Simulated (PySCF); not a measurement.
Species: C8H5O2 (charge -1).
Numbering: `[CH:1]#[C:2][c:3]1[cH:4][cH:5][c:6]([OH:7])[cH:8][c:9]1[O-:10]`

Geometry (GFN2-xTB, Å), atoms numbered from 1 in this order:
```xyz
15
C8H5O2 angstrom
C      3.4196    1.1166   -0.2194
C      2.2807    0.7322   -0.1420
C      0.9399    0.3121   -0.0630
C     -0.0604    1.1869   -0.4600
C     -1.3999    0.8489   -0.4127
C     -1.7335   -0.4214    0.0535
O     -3.0843   -0.7665    0.1004
C     -0.7715   -1.3109    0.4548
C      0.6310   -1.0161    0.4293
O      1.4932   -1.8445    0.8022
H      4.4212    1.4273   -0.2761
H      0.2253    2.1709   -0.8204
H     -2.1748    1.5347   -0.7225
H     -3.1265   -1.6679    0.4398
H     -1.0645   -2.2944    0.8142
```

NICS = −σ at a ghost point: NICS(0) at the centroid of the ring atoms, NICS(1) 1 Å to either side along the normal of their mean plane, zz for the tensor component along that normal. Level: GIAO PBE0/pcSseg-1 (PySCF, non-relativistic, gas phase) on the GFN2-xTB geometry, one conformer.

Ring bond lengths (Å), with Mayer bond orders in brackets: C3–C4 1.387 (1.43), C4–C5 1.382 (1.45), C5–C6 1.394 (1.33), C6–C8 1.370 (1.43), C8–C9 1.433 (1.21), C9–C3 1.450 (1.08).

What do the NICS probes read (ppm)?

```
             ring                                              type  NICS(0)  NICS(1), two faces  NICS(1)zz, two faces  rms pucker (Å)  centre to ring atoms, mean (Å)
C3–C4–C5–C6–C8–C9  6-membered carbocycle; formal bonds all aromatic     -6.1         -6.8 / -6.8         -13.7 / -13.7            0.00                            1.40
```

What do they say, and how far can they be read as aromaticity?

- C3–C4–C5–C6–C8–C9: mean NICS(1)zz -13.7 ppm, shielded.

How equal are the bonds by HOMA? HOMA takes Krygowski's 1993 parameters.

- C3–C4–C5–C6–C8–C9: HOMA 0.73 = 1 − EN − GEO, with mean bond length 1.403 Å, EN = α(Ropt − mean)² = 0.056 and GEO = α × variance = 0.213.

At the first NICS(1) probe listed for ring C3–C4–C5–C6–C8–C9, 1 Å off the ring, how large is the induced field along the normal in 7.05 T applied along it?

NICSzz × B0 = -13.7 ppm × 7.05 T = -97 μT, against the applied field.
